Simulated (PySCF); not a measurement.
Coordinates in bohr (charge -1 multiplicity 2):
```
Pt    0.0000    0.0000   -0.5058
Se    4.1172    0.0000    0.5816
Se   -4.1172    0.0000    0.5816
```

All numbers come from UPBE0 in PySCF with Pt def2-SVPD with ECP60, Se def2-SVPD; scalar-relativistic core potentials, no spin–orbit coupling; density-fitted integrals.

This geometry of [PtSe2]- is a stationary point at this level.

Question: What is the point group?

Answer: C2v.

Question: Is it a minimum?

Answer: Yes: all harmonic wavenumbers are real, though the softest, 34 cm⁻¹, leaves little margin.

Question: List the harmonic modes with their infrared intensities.

Answer: 
```json
{"symmetry": "a1", "ω (cm⁻¹)": "34", "IR (km/mol)": "0.7"}
{"symmetry": "a1", "ω (cm⁻¹)": "282", "IR (km/mol)": "0.9"}
{"symmetry": "b2", "ω (cm⁻¹)": "326", "IR (km/mol)": "50.6"}
```

Question: Give the atomic charges and bond orders.

Answer: 
```json
{"atom": "Pt1", "Mulliken": "0.10", "Löwdin": "-0.53", "polar tensor": "0.34", "spin (Mulliken)": "0.29", "Mayer order to Pt1": "–"}
{"atom": "Se2,3", "Mulliken": "-0.55", "Löwdin": "-0.23", "polar tensor": "-0.67", "spin (Mulliken)": "0.36", "Mayer order to Pt1": "1.50"}
```
Other Mayer orders above 0.3: Se–Se 0.62.

In C2v the vibrations span 2a1 + b2. Here b1 is antisymmetric to the molecular plane and b2 lies in it.

Only a few start shapes were tried, so a lower isomer may exist. Other spin states or occupations of the open shell can lie lower. The lowest empty level of this anion is unbound, so it and the gap depend on the basis. With an element this heavy the missing spin–orbit coupling can shift these numbers.
